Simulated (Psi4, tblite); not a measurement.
Interaction energy of H3ClSi ··· H3ClSi (SMILES [SiH3]Cl and [SiH3]Cl), singlet. Monomers: optimised at B3LYP-D3(BJ) (def2-TZVP), held rigid. Orientation: lowest of the rigid-body minima from ten starts at GFN2-xTB. R is the distance of the centres of mass, along which the second monomer moves.

Geometry at R = 3.64 Å (first 5 atoms: monomer A):
```
10

Si    -0.1323     0.0036     0.0068
Cl     1.9305    -0.0529    -0.0990
H     -0.6802    -0.7638    -1.1286
H     -0.5661     1.4124    -0.0661
H     -0.5519    -0.5993     1.2868
Si     2.9035     1.3057     3.1339
Cl     0.8998     1.8060     3.0665
H      3.5856     1.9516     1.9957
H      3.0225    -0.1624     3.0404
H      3.4634     1.7879     4.4114
```

HF/aug-cc-pVDZ, counterpoise-corrected (Psi4); B3LYP/def2-TZVP, counterpoise-corrected (Psi4); MP2/aug-cc-pVDZ = DF-MP2/aug-cc-pVDZ, frozen core, counterpoise-corrected (Psi4); GFN2-xTB (tblite); SAPT0/jun-cc-pVDZ, frozen core (Psi4).

Interaction energies in kJ/mol (negative: bound); R is the distance of the centres of mass, d the Cl2···H9 distance.

```json
[
 {"R / Å": "3.07", "d / Å": "2.83", "HF/aug-cc-pVDZ": "46.74", "B3LYP/def2-TZVP": "33.29", "MP2/aug-cc-pVDZ": "19.03", "GFN2-xTB": "-0.27", "SAPT0/jun-cc-pVDZ": "21.68"},
 {"R / Å": "3.27", "d / Å": "3.00", "HF/aug-cc-pVDZ": "23.31", "B3LYP/def2-TZVP": "16.06", "MP2/aug-cc-pVDZ": "2.15", "GFN2-xTB": "-8.05", "SAPT0/jun-cc-pVDZ": "5.09"},
 {"R / Å": "3.44", "d / Å": "3.15", "HF/aug-cc-pVDZ": "11.97", "B3LYP/def2-TZVP": "8.08", "MP2/aug-cc-pVDZ": "-4.83", "GFN2-xTB": "-10.58", "SAPT0/jun-cc-pVDZ": "-2.03"},
 {"R / Å": "3.64", "d / Å": "3.33", "HF/aug-cc-pVDZ": "4.56", "B3LYP/def2-TZVP": "3.17", "MP2/aug-cc-pVDZ": "-8.23", "GFN2-xTB": "-11.29", "SAPT0/jun-cc-pVDZ": "-5.78"},
 {"R / Å": "3.85", "d / Å": "3.51", "HF/aug-cc-pVDZ": "0.70", "B3LYP/def2-TZVP": "0.84", "MP2/aug-cc-pVDZ": "-8.90", "GFN2-xTB": "-10.75", "SAPT0/jun-cc-pVDZ": "-6.86"},
 {"R / Å": "4.04", "d / Å": "3.68", "HF/aug-cc-pVDZ": "-0.92", "B3LYP/def2-TZVP": "-0.02", "MP2/aug-cc-pVDZ": "-8.32", "GFN2-xTB": "-9.72", "SAPT0/jun-cc-pVDZ": "-6.65"},
 {"R / Å": "4.38", "d / Å": "3.99", "HF/aug-cc-pVDZ": "-1.80", "B3LYP/def2-TZVP": "-0.39", "MP2/aug-cc-pVDZ": "-6.47", "GFN2-xTB": "-7.66", "SAPT0/jun-cc-pVDZ": "-5.35"},
 {"R / Å": "4.61", "d / Å": "4.21", "HF/aug-cc-pVDZ": "-1.79", "B3LYP/def2-TZVP": "-0.38", "MP2/aug-cc-pVDZ": "-5.22", "GFN2-xTB": "-6.40", "SAPT0/jun-cc-pVDZ": "-4.41"},
 {"R / Å": "5.16", "d / Å": "4.72", "HF/aug-cc-pVDZ": "-1.34", "B3LYP/def2-TZVP": "-0.32", "MP2/aug-cc-pVDZ": "-3.03", "GFN2-xTB": "-4.06", "SAPT0/jun-cc-pVDZ": "-2.72"},
 {"R / Å": "5.87", "d / Å": "5.40", "HF/aug-cc-pVDZ": "-0.84", "B3LYP/def2-TZVP": "-0.32", "MP2/aug-cc-pVDZ": "-1.57", "GFN2-xTB": "-2.27", "SAPT0/jun-cc-pVDZ": "-1.53"},
 {"R / Å": "6.86", "d / Å": "6.35", "HF/aug-cc-pVDZ": "-0.48", "B3LYP/def2-TZVP": "-0.26", "MP2/aug-cc-pVDZ": "-0.73", "GFN2-xTB": "-1.11", "SAPT0/jun-cc-pVDZ": "-0.79"},
 {"R / Å": "8.12", "d / Å": "7.58", "HF/aug-cc-pVDZ": "-0.27", "B3LYP/def2-TZVP": "-0.16", "MP2/aug-cc-pVDZ": "-0.34", "GFN2-xTB": "-0.53", "SAPT0/jun-cc-pVDZ": "-0.41"}
]
```

Lowest grid point: HF/aug-cc-pVDZ -1.80 kJ/mol at R = 4.38 Å; B3LYP/def2-TZVP -0.39 kJ/mol at R = 4.38 Å; MP2/aug-cc-pVDZ -8.90 kJ/mol at R = 3.85 Å; GFN2-xTB -11.29 kJ/mol at R = 3.64 Å; SAPT0/jun-cc-pVDZ -6.86 kJ/mol at R = 3.85 Å.
